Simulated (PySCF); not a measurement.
## Electron correlation in Bi⁺ (bismuth, charge +1)

[Xe] 4f14 5d10 6s2 6p2, high-spin 3P determinant. All numbers are calculated (PySCF 2.14, a scalar-relativistic core potential, in aug-cc-pwCVDZ-PP with ECP60MDF (6s5p4d1f, 48 functions)). Frozen: 5s2 5p6 5d10; 4 electrons correlated.

```
  level  correlation energy (mhartree)
   CCSD                         -43.78
    (T)                          -0.50
CCSD(T)                         -44.28
  CCSDT                         -44.41
```

Diagnostics: T1 = 0.0056, D1 = 0.0151, largest double amplitude 0.071.

Spin-orbit coupling is strong in this species (close to jj coupling), so the high-spin LS determinant is a model state, not a physical level.

Cost of the coupled-cluster step: about 0.4 core-seconds, for 4 correlated electrons.

Spin-orbit coupling is strong in this species, so the high-spin LS determinant is a model state.
